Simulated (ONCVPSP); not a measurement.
S: excitation energies, all-electron against ONCV

```
Element                 : S
Generator               : ONCVPSP 4.0.1
Type                    : optimised norm-conserving Vanderbilt (ONCV)
Functional              : BLYP
Relativity              : scalar-relativistic
Frozen core             : [He]
Valence charge          : 14
Reference configuration : 2s2 2p6 3s1 3p5
Partial waves           : 2s+3s: rc 0.85 bohr, ncon 5, nbas 8, qcut 17.4 1/bohr, 2 projectors; 2p+3p: rc 0.85 bohr, ncon 4, nbas 9, qcut 14.6 1/bohr, 2 projectors; d scattering state at 0.02 Ha: rc 0.80 bohr, ncon 3, nbas 8, qcut 10.8 1/bohr, 2 projectors, debl 0.6 Ha
Local potential         : polynomial inside 0.65 bohr (lpopt 5, dvloc0 0 Ha)
Core correction         : polynomial model core, fcfact 0.7
```

Energies are relative to the spin-unpolarised reference configuration 2s2 2p6 3s1 3p5; without spin polarisation the order of configurations can differ from experiment.

| valence configuration | charge | ΔE all-electron (eV) | error AE − PS (meV) |
| --- | --- | --- | --- |
| 2s2 2p6 3s2 3p4 | 0 | -10.316 | +0.4 |
| 2s2 2p6 3s2 3p3 | +1 | 1.303 | +2.6 |
| 2s2 2p6 3s2 3p2 | +2 | 23.440 | +8.4 |
| 2s2 2p6 3s2 3p0 | +4 | 104.128 | +49 |

Levels in the configuration 2s2 2p6 3s2 3p2:

```csv
level,all-electron (eV),pseudo (eV)
2s,-237.280,-237.190
2p,-182.366,-182.182
3s,-39.242,-39.237
3p,-27.843,-27.832
```
